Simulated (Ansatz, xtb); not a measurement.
**C3H9BO3: which of two isomers lies lower**

We compare I, `CC(C)OB(O)O`, a singlet, with II, `CCOB(O)OC`, a singlet. Both are isolated molecules in the gas phase, relaxed with B3LYP/def2-SVP; the shapes shown needn't be the lowest conformers.

I (Å):

```xyz
16

C    -1.3052   -0.4357   -0.4267
C    -0.4047    0.5861    0.2628
C    -1.1861    1.6542    1.0175
B     1.5803    0.7339   -1.1695
O     0.4055    1.2527   -0.7119
O     2.2878    1.4103   -2.1285
O     2.0626   -0.4504   -0.6835
H    -1.9474   -0.9494    0.3067
H    -0.7009   -1.1968   -0.9428
H    -1.9531    0.0605   -1.1677
H     0.2589    0.0540    0.9669
H    -0.5001    2.3733    1.4908
H    -1.8425    2.2103    0.3285
H    -1.8107    1.2007    1.8029
H     1.8409    2.2259   -2.3874
H     2.9074   -0.6820   -1.0878
```

II (Å):

```xyz
16

C    -0.9773   -0.6910   -1.8986
C    -0.5496    0.6188   -1.2532
C     2.9033    0.0778    1.1094
B     0.4841    0.0690    0.8843
O     0.5898    0.4477   -0.4201
O    -0.7427   -0.1259    1.4605
O     1.6086   -0.1231    1.6374
H    -1.3054   -1.4136   -1.1352
H    -1.8166   -0.5226   -2.5930
H    -0.1445   -1.1363   -2.4658
H    -0.2669    1.3510   -2.0277
H    -1.3836    1.0486   -0.6728
H    -0.6566   -0.3746    2.3890
H     3.0045   -0.3504    0.0987
H     3.6289   -0.4078    1.7796
H     3.1488    1.1527    1.0497
```

Problem. Estimate E(II) − E(I) at the level CCSD(T)/def2-SVP + ΔMP2/def2-TZVPP.

Solution. Calculated at CCSD(T)/def2-SVP + ΔMP2/def2-TZVPP: E(II) − E(I) = +69.5 kJ/mol, so structure I lies lower.

Level by level:

| level | geometry | E(II) − E(I) (kJ/mol) | departure from the last row (kJ/mol) | job, with rough time for the two |
| --- | --- | --- | --- | --- |
| GFN2-xTB | GFN2-xTB | +39.2 | −30.3 | optimisation, 0.82 s |
| HF/STO-3G | GFN2-xTB | +12.8 | −56.7 | single point, 0.42 s |
| r2SCAN-D4/def2-SVP | GFN2-xTB | +63.1 | −6.5 | single point, 3.3 s |
| B3LYP/def2-SVP | B3LYP/def2-SVP | +53.6 | −15.9 | optimisation, 70 s |
| HF/def2-SVP | B3LYP/def2-SVP | +54.3 | −15.3 | part of the CCSD(T) run |
| MP2/def2-SVP | B3LYP/def2-SVP | +73.0 | +3.5 | part of the CCSD(T) run |
| CCSD(T)/def2-SVP | B3LYP/def2-SVP | +66.6 | −2.9 | single point |
| CCSD(T)/def2-SVP + ΔMP2/def2-TZVPP | B3LYP/def2-SVP | +69.5 |  | single point, 68 s |

As drawn, II has 1 C–O, 1 C–H in place of 1 C–C, 1 O–H.

The levels shown agree on the order. The largest departure from CCSD(T)/def2-SVP + ΔMP2/def2-TZVPP is that of HF/STO-3G, 56.7 kJ/mol. The last row adds to CCSD(T) the change of the MP2 difference between the two basis sets, here +2.9 kJ/mol.

With thermal terms from frequencies at re-optimised GFN2-xTB minima (ideal gas, soft modes damped towards free rotors, one conformer each, 298.15 K, 1 atm): the zero-point term adds −1.9 kJ/mol; ΔH is +68.9 and ΔG +64.1 kJ/mol.

The correlated steps freeze 7 core orbitals. Programs: Ansatz 0.2.0, xtb 6.7.1; the last row on 4 threads of Arm Neoverse V2 on a shared host.
